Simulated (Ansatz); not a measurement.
Start from `N[CH2][Ga]([NH2])[OH]` and change one element to get `NCB(N)O`.

Ansatz, PBE0-D4/def2-TZVP geometries, multiplicity 1. Each molecule was computed in one conformer, which needn't be the lowest.

Scalar relativity is left out up to krypton.

| property | `N[CH2][Ga]([NH2])[OH]` |
| --- | --- |
| HOMO–LUMO gap (PBE0/def2-TZVPP) / eV | 6.27 |
| HOMO energy (PBE0/def2-TZVPP) / eV | -6.23 |
| LUMO energy (ωB97M-V/def2-TZVPP) / eV | 1.57 |
| HOMO energy (ωB97M-V/def2-TZVPP) / eV | -8.51 |
| LUMO energy (PBE0/def2-TZVPP) / eV | 0.04 |
| HOMO–LUMO gap (PBE/def2-TZVPP) / eV | 4.11 |

Task: What does the change do to each property? (An estimate is asked.)

Result: Computed: 
| property | `NCB(N)O` | shift |
| --- | --- | --- |
| HOMO–LUMO gap (PBE0/def2-TZVPP) / eV | 7.87 | 1.60 |
| HOMO energy (PBE0/def2-TZVPP) / eV | -7.10 | -0.87 |
| LUMO energy (ωB97M-V/def2-TZVPP) / eV | 2.08 | 0.51 |
| HOMO energy (ωB97M-V/def2-TZVPP) / eV | -9.50 | -0.99 |
| LUMO energy (PBE0/def2-TZVPP) / eV | 0.77 | 0.73 |
| HOMO–LUMO gap (PBE/def2-TZVPP) / eV | 5.59 | 1.48 |

With PBE0 the HOMO falls by 0.87 eV and the LUMO rises by 0.73 eV, so the gap widens by about 1.60 eV. PBE moves the HOMO by -0.71 eV and ωB97M-V by -0.99 eV.
